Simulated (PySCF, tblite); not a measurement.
Isomers of [C8H10]+ (charge +1 and doublet state), one GFN2-xTB conformer each. Single-point energies are computed at B3LYP/pcH-1 (PySCF, gas phase, no added dispersion term), electronic only. GFN2-xTB treats the open shell by occupation alone, and not every SCF solution was tested for stability.

Question: Rank them by B3LYP/pcH-1 energy, lowest first (kJ/mol).
A. `[CH+:1]=[C:2][C:3]([CH3:4])([CH:5]=[CH2:6])[CH:7]=[CH2:8]` (charge +1 and doublet state) with C2–C3–C5–C6 -125°, C2–C3–C7–C8 87°
B. `[CH2+:1][C:2]=[C:3]([CH3:4])[CH2:5][C:6]#[C:7][CH3:8]` (charge +1 and doublet state) with C2–C3–C5–C6 180°
C. `[CH2:1]=[C:2]([CH3:3])[C:4]1=[CH:5][C@@H:6]1[CH:7][CH2+:8]` (charge +1 and doublet state) with C1–C2–C4–C5 168°, C5–C6–C7–C8 158°, C6–C7–C8–H -3° and 176°
D. `[CH+:1]=[C:2][C@H:3]1[CH2:4]/[C:5]1=[CH:6]\[CH2:7][CH3:8]` (charge +1 and doublet state) with C5–C6–C7–C8 116°

Answer: C (0.0), B (2.6), D (67.8), A (87.8).

As drawn, the lowest has a three-membered ring, which the highest lacks; the highest has a quaternary carbon, which the lowest lacks. Neighbours under 21 kJ/mol apart (C=C(C)C1=C[C@@H]1[CH][CH2+] and [CH2+][C]=C(C)CC#CC; [CH+]=[C][C@H]1C/C1=C\CC and [CH+]=[C]C(C)(C=C)C=C) can change places with a better method, another conformer or zero-point energy. GFN2-xTB itself gives, in the same order: 59.1, 0.0, 53.0, 109.0. GFN2-xTB puts [CH2+][C]=C(C)CC#CC lowest instead; measured from each level's own lowest isomer, the values differ by up to 59.1 kJ/mol (C=C(C)C1=C[C@@H]1[CH][CH2+]: 59.1 against 0.0).

Question: What happens when harmonic zero-point energies from GFN2-xTB frequencies are added?

Answer: 
```json
{"SMILES": "C=C(C)C1=C[C@@H]1[CH][CH2+]", "ZPE (kJ/mol)": "378.3", "electronic (kJ/mol)": "0.0", "with ZPE (kJ/mol)": "2.0"}
{"SMILES": "[CH2+][C]=C(C)CC#CC", "ZPE (kJ/mol)": "373.8", "electronic (kJ/mol)": "2.6", "with ZPE (kJ/mol)": "0.0"}
{"SMILES": "[CH+]=[C][C@H]1C/C1=C\\CC", "ZPE (kJ/mol)": "381.3", "electronic (kJ/mol)": "67.8", "with ZPE (kJ/mol)": "72.8"}
{"SMILES": "[CH+]=[C]C(C)(C=C)C=C", "ZPE (kJ/mol)": "375.9", "electronic (kJ/mol)": "87.8", "with ZPE (kJ/mol)": "87.3"}
```

The zero-point energies span 7.5 kJ/mol. [CH2+][C]=C(C)CC#CC becomes the lowest.
